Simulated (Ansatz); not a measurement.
Spectroscopic constants of SiNi, closed-shell singlet (the spin of the measured ground state). No spin–orbit coupling. Ni is treated without relativity. The T1 diagnostic near the minimum is 0.067, so single-reference values are doubtful.

The constants come from a fifth-degree fit in 1/R (seven points, main isotopes). Runs in def2 and cc sets follow the lowest solution found near the PBE0 minimum. The singlet is held restricted. HF and MP2 rows in def2 and cc sets belong to the determinant that coupled cluster picked by its CCSD energy.

Correlated levels freeze the inner cores; with def2 sets outer-core shells near the valence are correlated too. CBS: X⁻³ extrapolation of the correlation energy, Hartree–Fock from the larger set.

Programs: Ansatz (Gaussian basis) for Hartree–Fock, density functionals and correlated methods. 

Task: What bond length and harmonic frequency does CAM-B3LYP/def2-TZVPP give, and what D_e (from each atom's lowest state at the same level)?

Result: r_e = 1.987 Å, ω_e = 526 cm⁻¹, D_e = 2.05 eV.

Task: What bond length and harmonic frequency does MP2/def2-QZVPP give?

Result: r_e = 1.999 Å, ω_e = 607 cm⁻¹.

Task: What bond length and harmonic frequency does CCSD(T)/CBS(def2-TZVPP, def2-QZVPP) give, and what D_e (from each atom's lowest state at the same level)?

Result: r_e = 2.007 Å, ω_e = 484 cm⁻¹, D_e = 3.20 eV.

Measured for the ground state: D_0 3.324 ± 0.003 eV [Morse and co-workers].

Doubts at one or more of the structures used: a restricted determinant that unrestricted orbitals would lower (MP2/def2-QZVPP, CCSD(T)/CBS(def2-TZVPP, def2-QZVPP)); T1 above 0.05 (CCSD(T)/CBS(def2-TZVPP, def2-QZVPP)).

Ansatz is an electronic-structure program.
